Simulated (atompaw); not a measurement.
barium (Ba): variants of one PAW (atompaw) potential

Base potential:

```
Element                 : Ba (Z = 56)
Generator               : atompaw 4.2.0.5
Type                    : PAW
Functional              : PBE
Relativity              : scalar-relativistic
Frozen core             : [Xe]
Valence charge          : 2
Reference configuration : 5d0 6s2 6p0
Partial waves           : 6s (bound): rc 3.00 bohr; 6s channel at 4.4 Ry: rc 3.00 bohr; 6p (bound, empty): rc 3.00 bohr; 6p channel at 0.6 Ry: rc 3.00 bohr; 5d (bound, empty): rc 3.00 bohr; 5d channel at 1 Ry: rc 3.00 bohr
Local potential         : bessel scheme, radius 2.85 bohr
Core correction         : smooth core density matched at 2.30 bohr
Augmentation charge     : sinc compensation charge, radius 2.80 bohr; PAW radius 3.00 bohr; waves and projectors: custom rrkj vanderbiltortho
```

All-electron outer shells of the reference configuration (PBE, scalar-relativistic, ld1.x):

```
shell  level (eV)  outermost node (bohr)  outermost maximum (bohr)
   5s      -33.67                   0.80                      1.47
   5p      -18.74                   0.86                      1.67
   6s       -3.23                   1.97                      4.16
   5d       -2.02                   1.00                      2.49
   6p       -1.24                   2.36                      5.40
```

Cutoffs, loose and tight: the cutoffs (Ry, on a coarse ladder) from which the occupation-weighted sum of valence levels, in a spherical-Bessel basis at the reference potential, stays within 10 and 1 mRy of its value at 400 Ry. They see the waves, projectors and local potential, not the compensation charge or the core. A dash means not determined.

A true bound ghost makes a file unfit for plane-wave use even where its test errors are small: the radial tests pick states by their node count and pass the ghost by.

```csv
change,outcome,"cutoff, loose","cutoff, tight",bound ghosts
base,generated,10 Ry,12 Ry,"s, p"
"core [Kr] 4d10, valence charge 10; reference 5s2 5p6 5d0 6s1.75 6p0.25; waves now 5s (bound): rc 1.85 bohr; 6s (bound): rc 2.25 bohr; 5p (bound): rc 2.50 bohr; 6p (bound): rc 3.00 bohr; 5d (bound): rc 3.00 bohr; 5d channel at 1.5 Ry: rc 3.00 bohr; local potential bessel scheme, radius 2.20 bohr; core correction smooth core density matched at 1.80 bohr; augmentation sinc compensation charge, radius 2.95 bohr; PAW radius 3.00 bohr; waves and projectors: custom rrkj vanderbiltortho",failed: atompaw: The overlap operator has at least one negative eigenvalue!,–,–,–
"local potential bessel scheme, radius 1.64 bohr",generated,8 Ry,12 Ry,"s, p"
"local potential vpsmatchnc scheme with l = 3 at 0.5 Ry, radius 2.85 bohr",failed: atompaw: The overlap operator has at least one negative eigenvalue!,–,–,–
wave 5d channel at 1 Ry: rc 3.00 bohr becomes 5d channel at 1 Ry: rc 1.52 bohr,generated,10 Ry,12 Ry,"s, p"
wave 6p (bound): rc 3.00 bohr becomes 6p (bound): rc 2.54 bohr,failed: atompaw: The overlap operator has at least one negative eigenvalue!,–,–,–
```

Question: What comes out with this change to the base: all radii scaled by about 1.29 (s 3.88, p 3.88, d 3.88 bohr); local potential bessel scheme, radius 3.70 bohr; augmentation sinc compensation charge, radius 3.62 bohr; PAW radius 3.88 bohr; waves and projectors: custom rrkj vanderbiltortho; core correction smooth core density matched at 2.98 bohr?

Answer: outcome: generated; cutoff, loose: 6 Ry; cutoff, tight: 6 Ry; bound ghosts: p.

Question: What comes out with this change to the base: reference 5d0 6s1 6p1?

Answer: outcome: generated; cutoff, loose: 10 Ry; cutoff, tight: 15 Ry; bound ghosts: s, p.
